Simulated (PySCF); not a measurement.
All values below come from TPSSh-D3(BJ)/def2-TZVP // CAM-B3LYP-D3(BJ)/def2-TZVP (PySCF). All species are isolated molecules in the gas phase. Excitations are Tamm–Dancoff values on a coarser integration grid. The basis has no diffuse functions, so Rydberg states are missing or too high.

Reference species (SMILES): `F/[SiH]=[SiH]/Cl` (neutral, multiplicity 1).

```
Quantity               Result
-------------------  --------
LUMO                 -3.05 eV
dipole moment          0.24 D
HOMO                 -5.92 eV
T1 excitation (TDA)   1.28 eV
```

Changed species: `Cl[Si](=[SiH2])F`.

Predict the effect on the LUMO, dipole moment, HOMO and T1 excitation (TDA).

the LUMO rises by 0.05 eV, to -3.00 eV; the dipole moment rises by 0.19 D, to 0.43 D; the HOMO falls by 0.26 eV, to -6.18 eV; the T1 excitation (TDA) increases by 0.36 eV, to 1.64 eV.
